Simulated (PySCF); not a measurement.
How methods differ on the interval between two levels of Ti³⁺

Ti³⁺ [Ar] 3d1 [2D5/2, M_J = 5/2] → Ti³⁺ [Ar] 4p1 [2P3/2, M_J = 3/2], as a difference of total energies. Computed with PySCF 2.14 in x2c-TZVPall-2c, with the two-component X2C-1e Hamiltonian. Correlated levels: [Ne] frozen. "Screened" scales the spin-orbit matrix elements by Boettger's factors to mimic the two-electron term; Breit and QED terms are absent.

| method | interval between two levels (cm⁻¹) |
| --- | --- |
| GHF (spin-free) | 125270 |
| GMP2 (spin-free) | 121870 |
| GHF (screened spin-orbit) | 125370 |
| GMP2 (screened spin-orbit) | 121990 |
